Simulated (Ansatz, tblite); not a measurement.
Forces on Fe₂S at its B3LYP-D4/def2-TZVP geometry. Charge 0, multiplicity 1.

The xTB rows come from tblite. At PBE-D4/def2-TZVP the restricted singlet is unstable: a solution with broken spin symmetry lies lower. The geometry of the singlet was relaxed on an unsound state (restricted singlet, unstable towards broken spin symmetry at other levels and untested here). At PBE0-D4/def2-TZVP a triplet of charge 0 lies 5.02 eV below the restricted singlet, each at its own geometry. That triplet is doubtful there (⟨S²⟩ 4.93, where a pure state has 2.00). The structure comes from a short search, and lower isomers may exist.

GFN1-xTB (tblite), largest force 1.81 eV/Å:

```xyz
3
positions Å, forces eV/Å
Fe    0.348   -0.264    1.185   -0.663    0.310   -1.157
Fe    0.801    0.038   -0.976   -1.082    0.032    0.839
S    -1.149    0.225   -0.209    1.745   -0.342    0.317
```

GFN2-xTB (tblite), largest force 1.09 eV/Å:

```
Fe -0.247 -0.143 1.055
Fe 0.197 0.153 -1.064
S 0.050 -0.010 0.009
```

PBE-D4/def2-TZVP (Ansatz), largest force 1.93 eV/Å:

```
Fe -0.646 0.373 -1.534
Fe -1.219 -0.008 1.195
S 1.865 -0.366 0.339
```
